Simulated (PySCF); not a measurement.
A GIAO shielding run with PySCF 2.14.0 with density-fitted response routines (density fitting, non-relativistic, gas phase) on SMILES [C@H]1(F)C[C@@H]([SiH2][SiH2]P)C1, C$_{4}$H$_{12}$FPSi$_{2}$:

```
$ OMP_NUM_THREADS=1 python probes_run.py task.json out

{"job": {"kind": "nmr", "xc": "PBE0", "basis": "pcSseg-1"}, "charge": 0, "multiplicity": 1}
F     -3.535716     0.696798     0.597810
C     -2.467999     0.880178    -0.250765
C     -1.099654     0.922985     0.431415
C     -0.584707    -0.103469    -0.599362
Si     0.455651    -1.539380     0.093859
Si     2.426365    -0.604321     0.897096
P      2.718780     1.356942    -0.162076
C     -2.041591    -0.363406    -1.032894
H     -2.708598     1.754060    -0.862562
H     -0.596357     1.887391     0.456208
H     -1.159660     0.522853     1.442511
H     -0.040020     0.411916    -1.395052
H      0.635155    -2.519492    -0.987232
H     -0.334681    -2.205032     1.136435
H      3.601437    -1.471641     0.722764
H      2.422027    -0.240210     2.320047
H      4.071054     1.458473     0.092810
H      2.942298     0.789154    -1.403288
H     -2.462022    -1.265581    -0.593107
H     -2.246910    -0.357540    -2.100982
```

Hardware: 1 thread of an Intel Xeon, shared host. The job also computes population analyses, field gradients, ring-centre shieldings.

Q: How large is the calculation?

A: 88 electrons, 217 basis functions and 1196 auxiliary functions.

Q: How long does it take, and how much memory does it need?

A: 2.3 min of wall time, with 12 SCF cycles and 4 response iterations; peak memory 0.98 GiB. Times on a shared host scatter by some tens of per cent.
